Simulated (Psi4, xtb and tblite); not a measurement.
Internal rotation in 4,4'-bipyridine, SMILES c1c(ccnc1)-c1ccncc1. Scanned: dihedral C2–C3–C4–C5; all other coordinates were relaxed at GFN2-xTB. Points at φ and −φ are mirror images. Heavy atoms are numbered in the order of the SMILES c1cc(-c2ccncc2)ccn1, hydrogens after them in the order of the atoms that carry them; the mirror image has the same energies with the sign of each dihedral reversed.

Computed with: GFN2-xTB (xtb and tblite); M06-2X/def2-TZVP // GFN2-xTB (Psi4).

Energies relative to the lowest point of each profile, in kJ/mol; the last columns give the difference from M06-2X:

```tsv
φ / °	GFN2-xTB	M06-2X/def2-TZVP	GFN2-xTB − M06-2X/def2-TZVP
-150	0.00	0.00	0.00
-120	1.41	3.28	-1.87
-90	6.07	9.49	-3.41
-60	1.45	3.33	-1.89
-30	0.02	0.01	0.02
0	7.45	6.53	0.92
30	0.02	0.01	0.02
60	1.45	3.33	-1.89
90	6.07	9.49	-3.41
120	1.41	3.28	-1.87
150	0.00	0.00	0.00
180	7.45	6.53	0.92
```

GFN2-xTB is furthest from M06-2X/def2-TZVP at -90 (-3.41 kJ/mol, below); its mean absolute difference over the points is 1.35 kJ/mol.
